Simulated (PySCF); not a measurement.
H4N2Si, neutral, multiplicity 1. Atoms are numbered in the order given.

```xyz
7

Si     0.0000     0.0000    -0.6638
N      0.0000     1.3213     0.4416
H      0.0000     1.2822     1.4514
H      0.0000     2.2705     0.1039
N      0.0000    -1.3213     0.4416
H      0.0000    -2.2705     0.1039
H      0.0000    -1.2822     1.4514
```

The structure is a stationary point at B3LYP-D3(BJ)/def2-TZVP. The values are those of a single conformer.

Calculation: B3LYP/pcSseg-2 (PySCF).

GIAO shieldings, no solvent; atoms listed in one row are averaged. δ = σ(ref) − σ: ²⁹Si against TMS (σ = 325.2 ppm); ¹⁵N against NH3 (σ = 260.3 ppm); ¹H against TMS (σ = 31.68 ppm), references at their B3LYP-D3(BJ)/def2-TZVP geometries, non-relativistic.

Computed chemical shifts:
```tsv
nucleus	atoms	count	δ (ppm)
²⁹Si	Si1	1	118.8
¹⁵N	N2, N5	2	100.3
¹H	H3, H7	2	3.15
¹H	H4, H6	2	2.90
```
